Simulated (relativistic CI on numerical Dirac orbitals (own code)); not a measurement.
# Li: calculation against measurement

Method of calculation: Dirac-Coulomb-Breit CI, orbitals from a KLI potential per configuration, model QED (radiative potential, 1s self-energy scaled to tabulated hydrogen-like ionisation energies), valence Slater integrals scaled by 0.85, P86 correlation estimate, and configurations built on the next ion tied to the tabulated ionisation energy (semi-empirical) (own radial code, finite nucleus).

Configuration list (outside the closed core 1s2): 2s, 2p, 3s, 3p, 3d, 4p, 4d, 4s, 4f. Levels of other configurations are missing.

| Configuration | Term (tabulated) | J | Measured (cm⁻¹) | Computed | Error | Purity (%) |
| --- | --- | --- | --- | --- | --- | --- |
| 2s | 2S | 1/2 | 0.0 | 0 | 0 | 100 |
| 2p | 2P° | 1/2 | 14903.6 | 13459 | -1444 | 100 |
| 2p | 2P° | 3/2 | 14904.0 | 13459 | -1445 | 100 |
| 3s | 2S | 1/2 | 27206.1 | 26524 | -682 | 100 |
| 3p | 2P° | 1/2 | 30925.5 | 30496 | -430 | 100 |
| 3p | 2P° | 3/2 | 30925.6 | 30496 | -430 | 100 |
| 3d | 2D | 3/2 | 31283.0 | 30091 | -1192 | 100 |
| 3d | 2D | 5/2 | 31283.1 | 30091 | -1192 | 100 |
| 4p | 2P° | 1/2 | 36469.7 | 36553 | 83 | 100 |
| 4p | 2P° | 3/2 | 36469.8 | 36553 | 83 | 100 |
| 4d | 2D | 3/2 | 36623.3 | 36396 | -228 | 100 |
| 4d | 2D | 5/2 | 36623.3 | 36396 | -228 | 100 |

Measured levels from NIST Handbook of Basic Atomic Spectroscopic Data (Sansonetti and Martin, J. Phys. Chem. Ref. Data 34, 1559 (2005)); pairs were made by configuration, J and term (by order where the table uses no LS term), so strongly mixed levels may be paired wrongly.

Mean error by configuration (cm⁻¹): 2p -1445; 3s -682; 3p -430; 3d -1192; 4p 83; 4d -228. Over the excited levels the mean absolute error is 676 cm⁻¹ (11 of the 11 excited levels that our extract of the source holds in range could be paired), and the median relative error of those above 1,000 cm⁻¹ is 1.4 %.

Transition probabilities of persistent lines. The last column rescales the computed rate by the cube of measured over computed energy:

```
λ measured (Å)       Lower       Upper  A tabulated (s⁻¹)  A computed  A rescaled
   4602.90 air  2p 2P°_3/2   4d 2D_5/2           2.23e+07    2.80e+07    2.37e+07
   6103.54 air  2p 2P°_1/2   3d 2D_3/2           6.86e+07    6.30e+07    6.02e+07
   6103.65 air  2p 2P°_3/2   3d 2D_5/2           6.86e+07    7.56e+07    7.22e+07
   6707.77 air   2s 2S_1/2  2p 2P°_3/2           3.69e+07    2.79e+07    3.79e+07
   6707.93 air   2s 2S_1/2  2p 2P°_1/2           3.69e+07    2.79e+07    3.79e+07
   8126.23 air  2p 2P°_1/2   3s 2S_1/2           3.49e+07    1.38e+07    1.15e+07
   8126.45 air  2p 2P°_3/2   3s 2S_1/2           3.49e+07    2.76e+07    2.30e+07
  26877.67 air   3s 2S_1/2  3p 2P°_3/2           3.80e+06    4.59e+06    3.77e+06
  26878.36 air   3s 2S_1/2  3p 2P°_1/2           3.80e+06    4.59e+06    3.77e+06
```
